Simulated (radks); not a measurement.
Values are calculated unless marked as measured or tabulated.
How relativity changes the ionisation of neutral scandium ([Ar] 3d1 4s2) to Sc+ ([Ar] 3d1 4s1). Spin-unpolarised spherical Kohn-Sham, PBE, point nucleus unless stated (finite: rms radius 3.5459 fm), a radial shooting solver on a logarithmic mesh with Libxc functionals. A level marked "c x" has the speed of light scaled by that factor and shares open shells by 2j + 1; other Dirac levels either fill j = l - 1/2 first or share by 2j + 1.

level                               E(Sc) (hartree)  E(Sc+) (hartree)  IE (eV)   HOMO  <r> HOMO (bohr)
non-rel.                                 -760.38465        -760.13280    6.853     3d            1.846
scalar-rel.                              -764.05640        -763.80295    6.897     3d            1.869
scalar-rel., finite nucleus              -764.05496        -763.80151    6.897     3d            1.869
Dirac, 2j+1 shares                       -764.06267        -763.80922    6.897  3d5/2            1.871
Dirac, low j first                       -764.06334        -763.80994    6.895  3d3/2            1.866
Dirac, 2j+1 shares, finite nucleus       -764.06123        -763.80777    6.897  3d5/2            1.871
Dirac, c x 1.5                           -762.00887        -761.75632    6.872  3d5/2            1.857
Dirac, c x 10                            -760.42101        -760.16915    6.854  3d5/2            1.846
Dirac, c x 100                           -760.38501        -760.13317    6.853  3d5/2            1.846

NIST Atomic Spectra Database: 6.561 eV (measured). The relativistic part of the total energy of Sc is -3.677 hartree (Dirac, 2j+1 shares, finite nucleus), 0.48 % of the non-relativistic value. Spin polarisation and multiplet splitting of open shells are left out at every level.

Beside tabulated values, note that spin-unpolarised runs miss the spin-polarisation part of the exchange energy of open shells.
